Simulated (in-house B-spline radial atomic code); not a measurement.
Stripping vanadium of all its electrons. The total binding energy is the sum of the 23 successive ionisation energies. Configuration: [Ar] (3d3/2)3 4s2. Method: Dirac-Hartree-Fock, average of the jj configuration, Fermi nucleus of rms radius 3.6002 fm. Calculated with an all-electron radial atomic-structure program (B-spline basis).

Dirac-Coulomb total energy: -948.2066 hartree. First-order corrections (hartree): Breit 0.3081, self-energy 0.222, vacuum polarisation -0.01746, recoil 0.00805.

Problem. What total binding energy follows, and how does it compare with the sum of NIST's ionisation energies?

Solution. 25787.8 eV from the corrected total, against 25819.3 ± 2.9 eV from NIST's table (measured, semi-empirical and theoretical entries, uncertainties added in quadrature). The table binds 31.5 eV more, 1.37 eV per electron, the size expected of the correlation energy that Hartree-Fock leaves out.

Problem. What share of the binding belongs to the last two electrons?

Solution. 55 % by NIST's values (14097.4 eV).
